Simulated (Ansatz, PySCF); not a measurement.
Si(F)2(H)(nPr) (C3H8F2Si), SMILES C(CC)[SiH](F)F. Atoms are numbered in the order given.

```xyz
14

Si     0.6599     0.6147    -0.1656
F      1.8831     1.2931     0.6486
F      1.3046    -0.5392    -1.1018
C     -0.5038    -0.1743     1.0458
C     -1.4713    -1.2005     0.4493
C     -2.4257    -0.6182    -0.5831
H      0.1006     1.6544    -1.0613
H      0.1304    -0.6400     1.8205
H     -1.0574     0.6340     1.5577
H     -0.8900    -2.0181    -0.0086
H     -2.0521    -1.6624     1.2648
H     -3.0155     0.2124    -0.1627
H     -3.1331    -1.3782    -0.9468
H     -1.8896    -0.2286    -1.4644
```

Geometry: PBE0-D3(BJ)/def2-SVP. Other conformers were not sampled.

Two levels are set side by side: PBE-D3(BJ)/def2-SVP (Ansatz, a quantum-chemistry and plane-wave program) and PBE0-D3(BJ)/def2-SVP (Ansatz). Each level has its own optimised geometry; the coordinates shown are those of the second. Frequencies come from the Hessian of PySCF at each geometry. Differences are taken from unrounded values.

```
quantity                            PBE0-D3(BJ)
----------------------------------  -----------
mean bond length (Å)                      1.335
bond Si1–F2 (Å)                           1.618
bond Si1–F3 (Å)                           1.620
bond Si1–C4 (Å)                           1.856
bond C4–C5 (Å)                            1.531
bond C5–C6 (Å)                            1.522
bond Si1–H7 (Å)                           1.482
bond C4–H8 (Å)                            1.104
bond C4–H9 (Å)                            1.105
bond C5–H10 (Å)                           1.103
bond C5–H11 (Å)                           1.103
bond C6–H12 (Å)                           1.102
bond C6–H13 (Å)                           1.100
bond C6–H14 (Å)                           1.103
highest harmonic wavenumber (cm⁻¹)         3153
mean harmonic wavenumber (cm⁻¹)            1332
zero-point energy (kcal/mol)              68.55
```

### Question
What does PBE-D3(BJ) give, and how far is it from PBE0-D3(BJ)? (The exact figures need the calculation; the answer reports its results.)

### Answer

```tsv
quantity	PBE-D3(BJ)	PBE-D3(BJ) minus PBE0-D3(BJ)
mean bond length (Å)	1.345	0.010
bond Si1–F2 (Å)	1.634	0.016
bond Si1–F3 (Å)	1.635	0.016
bond Si1–C4 (Å)	1.869	0.013
bond C4–C5 (Å)	1.540	0.009
bond C5–C6 (Å)	1.531	0.009
bond Si1–H7 (Å)	1.495	0.013
bond C4–H8 (Å)	1.112	0.008
bond C4–H9 (Å)	1.114	0.008
bond C5–H10 (Å)	1.111	0.008
bond C5–H11 (Å)	1.111	0.008
bond C6–H12 (Å)	1.110	0.008
bond C6–H13 (Å)	1.108	0.008
bond C6–H14 (Å)	1.111	0.008
highest harmonic wavenumber (cm⁻¹)	3063	-90
mean harmonic wavenumber (cm⁻¹)	1290	-42
zero-point energy (kcal/mol)	66.37	-2.18
```

GGA bonds tend to be longer and softer than those of functionals with exact exchange. Differences between two approximate levels are no errors against the true value.
